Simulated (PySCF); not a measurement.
## Relaxation of triplet ZrBr₂

All numbers come from UPBE0 in PySCF with Zr def2-SVP with ECP28, Br def2-SVP; scalar-relativistic core potentials, no spin–orbit coupling; density-fitted integrals. A (50,194) grid was used.

A hand-made bent start, of C2v symmetry, held to at least that symmetry:

Coordinates in bohr (charge 0 multiplicity 3):
```
Zr    0.0000    0.0000   -1.8507
Br    4.1485    0.0000    1.0542
Br   -4.1485    0.0000    1.0542
```

Optimiser trace:
```json
{"step": "0", "E − E(last) (kJ/mol)": "57.65", "largest gradient (Eh/bohr)": "0.04781"}
{"step": "1", "E − E(last) (kJ/mol)": "23.31", "largest gradient (Eh/bohr)": "0.02801"}
{"step": "2", "E − E(last) (kJ/mol)": "8.88", "largest gradient (Eh/bohr)": "0.00864"}
{"step": "3", "E − E(last) (kJ/mol)": "5.60", "largest gradient (Eh/bohr)": "0.00335"}
{"step": "4", "E − E(last) (kJ/mol)": "1.64", "largest gradient (Eh/bohr)": "0.00641"}
{"step": "5", "E − E(last) (kJ/mol)": "0.87", "largest gradient (Eh/bohr)": "0.00418"}
{"step": "6", "E − E(last) (kJ/mol)": "0.08", "largest gradient (Eh/bohr)": "0.00123"}
{"step": "7", "E − E(last) (kJ/mol)": "0.00", "largest gradient (Eh/bohr)": "0.00015"}
{"step": "8", "E − E(last) (kJ/mol)": "0.00", "largest gradient (Eh/bohr)": "0.00028"}
```

It ends at C2v with Zr–Br 2.506 Å (×2); Br–Zr–Br 155.7° (after a last refinement on a finer grid). A frequency run shows a minimum. Other isomers or separated fragments may lie lower.

Final geometry:
Z-matrix (Å, degrees; charge 0 multiplicity 3):
```
Zr
Br 1 2.5063
Br 1 2.5063 2 155.69
```

Other spin states or occupations of the open shell can lie lower.

The relaxation took of the order of 2.9 core-minutes on a shared host.
